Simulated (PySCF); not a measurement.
# From a computed spectrum to the compound

A species of 3 atoms with charge 1 has these harmonic modes (BP86, small Gaussian bases with core potentials, PySCF 2.14.0):

```
cm⁻¹  km/mol  symmetry
 187     7.3        a1
 637    39.2        b2
 640    20.1        a1
```

Question: Which species is it, and in which structure?

Answer: [BiF2]+ (singlet):
```xyz
3

Bi    0.0000    0.0000   -0.2064
F     1.4847    0.0000    1.1351
F    -1.4847    0.0000    1.1351
```
Ideal gas at 298.15 K and 1 bar: S = 288.9 J/(mol K), Cp = 49.0 J/(mol K), H − H(0 K) = 12.2 kJ/mol (rigid rotor, harmonic modes, spin degeneracy alone). 
 This is one of several that fit.
